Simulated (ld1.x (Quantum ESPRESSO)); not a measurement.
**Which change was made? (Zr, RRKJ)**

zirconium, norm-conserving RRKJ (Kleinman–Bylander form), made with ld1.x (Quantum ESPRESSO) 7.5 (PBE, scalar-relativistic). Core [Ar] 3d10, reference 4s2 4p6 4d2 5s0 5p0 (charge +2). Waves: 4s (bound): rc 1.85 bohr; 4d (bound): rc 2.90 bohr; 4p (bound): rc 2.20 bohr. Local part: the p channel. Core correction: a·sin(br)/r model core inside 0.85 bohr.

Cutoffs, loose and tight: the cutoffs (Ry, on a coarse ladder) from which the occupation-weighted sum of valence levels, in a spherical-Bessel basis at the reference potential, stays within 10 and 1 mRy of its value at 400 Ry. They do not see the model core or the augmentation charge, which bear on the density cutoff. Test errors are all-electron minus pseudo excitation energies from the reference, over the configurations 4s2 4p6 4d2 5s2 5p0; 4s2 4p6 4d2 5s1 5p0; 4s2 4p6 4d1 5s0 5p0; 4s2 4p6 4d2 5s0 5p2; 4s2 4p6 4d1 5s2 5p0; 4s2 4p6 4d2.5 5s1.5 5p0; 4s2 4p6 4d1 5s2 5p1; variants that change the core or the reference have their own tests.

The base gives: outcome: generated; cutoff, loose: 30 Ry; cutoff, tight: 45 Ry; bound ghosts: none; largest test error (meV): +827.

On the changes marked as counting shells twice: ld1.x takes every shell without a wave as core, so the model core holds the marked electrons as well and exchange and correlation see them twice. This cancels in the reference configuration, but the file is broken for other ones, and its errors say nothing about a proper core correction.

**Question.** After one change the result is: outcome: generated, misses its reference levels by 0.27 eV; cutoff, loose: 30 Ry; cutoff, tight: 45 Ry; bound ghosts: none; largest test error (meV): -2075. Which change was it?
A. reference 4s2 4p6 4d2 5s2 5p0 (5s counted twice)
B. local potential the d channel
C. type TM; local potential the s channel
D. wave 4s (bound): rc 1.85 bohr becomes 4s (bound): rc 1.68 bohr
E. core [Kr], valence charge 4; reference 4d2 5s2 5p0; waves now 5p (bound): rc 4.00 bohr; 4d (bound): rc 1.80 bohr; 5s (bound): rc 2.95 bohr; local potential the s channel; core correction Bessel-smoothed model core, default radius (core density twice the valence density)

**Answer.** A. The others give: wave 4s (bound): rc 1.85 bohr becomes 4s (bound): rc 1.68 bohr → outcome: generated; cutoff, loose: 35 Ry; cutoff, tight: 45 Ry; bound ghosts: none; largest test error (meV): +542 | local potential the d channel → outcome: generated; cutoff, loose: 30 Ry; cutoff, tight: 35 Ry; bound ghosts: none; largest test error (meV): +650 | type TM; local potential the s channel → outcome: generated; cutoff, loose: 30 Ry; cutoff, tight: 50 Ry; bound ghosts: none; largest test error (meV): +2054 | core [Kr], valence charge 4; reference 4d2 5s2 5p0; waves now 5p (bound): rc 4.00 bohr; 4d (bound): rc 1.80 bohr; 5s (bound): rc 2.95 bohr; local potential the s channel; core correction Bessel-smoothed model core, default radius (core density twice the valence density) → outcome: generated; cutoff, loose: 30 Ry; cutoff, tight: 35 Ry; bound ghosts: none; largest test error (meV): -287.
